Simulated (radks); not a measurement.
Polarisability of the copper ion Cu3+, [Ar] 3d8, at imaginary frequency. Method: scalar-relativistic Kohn-Sham, exchange-only LDA, spin-polarised, spherical densities, finite nucleus; open shells are filled with parallel spins first; Fermi nuclear charge, rms radius 3.8823 fm; computed with a radial shooting solver on a logarithmic mesh with Libxc functionals. Response by self-consistent Sternheimer equations with the Hartree and adiabatic exchange-only LDA kernel, the relativistic mass of each level held fixed and spin-orbit coupling left out.

w (hartree),alpha1(iw) (bohr^3)
0.00266,1.744
0.0143,1.743
0.0360,1.742
0.0697,1.738
0.118,1.728
0.186,1.707
0.280,1.664
0.413,1.586
0.605,1.457
0.892,1.268
1.35,1.025
2.12,0.7426
3.59,0.4486
6.94,0.1965
17.5,0.04677

Static values: alpha1 = 1.744 bohr^3 (0.2584 angstrom^3; uncoupled 2.158). C6 = 4.089, triple-dipole C9 = 4.793 atomic units. One-pole (London) frequency 4 C6 / (3 alpha1^2) = 1.793 hartree, against 1.694 for minus the highest occupied eigenvalue.
